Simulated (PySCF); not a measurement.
C₄H₅F₃. Atoms are numbered in the order given.

```xyz
12

C     -1.4189     1.3995     0.0000
C     -0.1850     0.8940     0.0000
C      1.0774     1.6954     0.0000
C      0.0147    -0.5978     0.0000
F      0.7147    -0.9850    -1.0757
F      0.7147    -0.9850     1.0757
F     -1.1281    -1.2819     0.0000
H     -2.2986     0.7535     0.0000
H     -1.5784     2.4805     0.0000
H      1.6877     1.4581    -0.8854
H      0.8599     2.7712     0.0000
H      1.6877     1.4581     0.8854
```
Charge 0, spin multiplicity 1.

Geometry: PBE0-D3(BJ)/def2-SVP.

Vertical ionisation energy (IE) and electron affinity (EA) in eV. Rows of orbital energies are one-electron estimates. Where ΔSCF, EOM or ADC give a negative EA the extra electron is unbound and the value depends on the basis.

| level | IE | EA |
|---|---|---|
| −ε(HOMO), −ε(LUMO), ωB97X/def2-TZVP (PySCF) | 10.53 | -1.71 |
| −ε(HOMO), −ε(LUMO), PBE/def2-TZVP (PySCF) | 6.96 | 1.54 |
